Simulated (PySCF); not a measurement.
C₆H₆FOP.
Structure used (GFN2-xTB), in Å, numbered top down from 1:
```xyz
15
C6H6FOP angstrom
C     -2.636   -0.940   -0.235
O     -1.905    0.169    0.220
C     -0.557    0.118    0.094
C      0.116    1.243    0.561
C      1.486    1.398    0.530
C      2.341    0.431    0.020
C      1.862   -0.752   -0.488
F      2.771   -1.638   -0.965
P      0.213   -1.293   -0.613
H     -2.475   -1.106   -1.307
H     -2.353   -1.849    0.308
H     -3.685   -0.712   -0.051
H     -0.501    2.030    0.970
H      1.912    2.311    0.918
H      3.409    0.595    0.016
```

Theory: TDDFT CAM-B3LYP/def2-SVPD, vertical, gas phase, core orbitals frozen in the response (PySCF 2.14.0, density-fitted response routines).

Kohn–Sham orbitals with the atoms that hold most of them (Löwdin shares over 4%, at most four atoms; ? is withheld):

```csv
orbital,ε (eV),atoms
LUMO+2,1.37,"C1 28%, H12 10%, O2 9%, H10 8%"
LUMO+1,0.43,"C3 19%, C7 18%, C6 17%, C4 14%"
LUMO,-0.49,?
HOMO,-8.06,"P9 23%, O2 19%, C3 18%, C6 14%"
HOMO-1,-8.46,?
HOMO-2,-9.46,"P9 56%, C3 11%, C7 10%, C4 4%"
HOMO-3,-10.98,"O2 24%, C6 16%, C5 14%, C1 10%"
```

Task: Which atoms hold the HOMO-1, and with what shares?

Result: C7 (bonded to C, F and P) 21%; C4 (bonded to 2 C and H) 20%; P9 (bonded to 2 C) 14%; C5 (bonded to 2 C and H) 13%. By element: carbon 54% or more, phosphorus 14%.

Task: Give the leading atoms of the LUMO.

Result: P9 (bonded to 2 C) 30%; C5 (bonded to 2 C and H) 19%; C7 (bonded to C, F and P) 14%; C3 (bonded to C, O and P) 13%. By element: carbon 46% or more, phosphorus 30%.

Task: The HOMO–LUMO gap is 7.57 eV. Where does the response calculation put the lowest singlet, and from which orbitals?

Result: S1 is at 4.54 eV (f = 0.029), 3.03 eV below the gap, made of HOMO→LUMO (59%), HOMO-1→LUMO (20%), HOMO-1→LUMO+1 (11%). 

Task: Give energy, strength and leading configuration of S3, S5 and S6, and follow the Löwdin shares of the leading atoms from the occupied to the empty orbital.

Result: 
- S3 (5.48 eV, f 0.013), HOMO-2→LUMO (98%): P9 56% → 30%, C3 11% → 13%, C5 at most 5% → 19%
- S5 (6.18 eV, f 0.312), HOMO-1→LUMO+1 (74%): C7 21% → 18%, C4 20% → 14%, C3 at most 13% → 19%
- S6 (6.25 eV, f 0.0000), HOMO-2→LUMO+1 (95%): P9 56% → at most 14%, C3 11% → 19%, C7 10% → 18%

One conformer stands for the species.
